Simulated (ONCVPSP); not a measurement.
Nb: one change to an ONCV potential, before and after

```
Element                 : niobium (Nb)
Generator               : ONCVPSP 4.0.1
Type                    : optimised norm-conserving Vanderbilt (ONCV)
Functional              : PBE
Relativity              : scalar-relativistic
Frozen core             : [Ar] 3d10
Valence charge          : 13
Reference configuration : 4s2 4p6 4d4 5s1
Partial waves           : 4s+5s: rc 1.60 bohr, ncon 4, nbas 8, qcut 6.8 1/bohr, 2 projectors; 4p: rc 1.45 bohr, ncon 3, nbas 8, qcut 6.9 1/bohr, 1 projector; 4d: rc 2.00 bohr, ncon 5, nbas 9, qcut 7.6 1/bohr, 3 projectors, debl 2.2 Ha
Local potential         : polynomial inside 1.25 bohr (lpopt 5, dvloc0 -1 Ha)
Core correction         : Teter function, fcfact 2, rcfact 1.6
```

Change: s: ncon 3, nbas 7.

Cutoffs: the cutoffs (Ha) at which the residual kinetic energy of the hardest occupied pseudo-wave falls to 1 and 0.1 mHa per electron; they do not see the model core or the augmentation charge, which bear on the density cutoff. Errors are all-electron minus pseudo energies relative to the spin-unpolarised reference configuration.

Q: What does the change do?

A: The potential gets neither clearly harder nor softer (19 Ha and 24 Ha → 18 Ha and 24 Ha); the errors of the 3 common tests hardly move; the range in which the s phases agree narrows (upper end at the end of the scan → 2.9); neither file shows a bound ghost.

```tsv
quantity	base	changed
cutoff, loose	19 Ha	18 Ha
cutoff, tight	24 Ha	24 Ha
loose cutoff by channel	s 19 Ha, p 18 Ha, d 17 Ha	s 18 Ha, p 18 Ha, d 17 Ha
bound ghosts	none	none
GHOST(+) flags under 300 eV	s at 177.3 eV	s at 165.4 eV
tests with a reliable result	3 of 4	3 of 4
error for 4s2 4p6 4d4 5s0, meV [ΔE 6.64 eV]	-1.9	-2.1
error for 4s2 4p6 4d3 5s0, meV [ΔE 20.68 eV]	-0.7	-0.7
error for 4s2 4p6 4d4.5 5s0.5, meV [ΔE 0.56 eV]	-1.3	-1.4
s: phases at 1.62 bohr within 0.05 rad from the reference energy up to (Ha; the scan ends near 5)	to the end of the scan	2.9
p: phases at 1.47 bohr within 0.05 rad from the reference energy up to (Ha; the scan ends near 5)	1.7	1.7
d: phases at 2.03 bohr within 0.05 rad from the reference energy up to (Ha; the scan ends near 5)	to the end of the scan	to the end of the scan
rms error of d²Exc/dni dnj with the model core, mHa	1.04	1.10
```
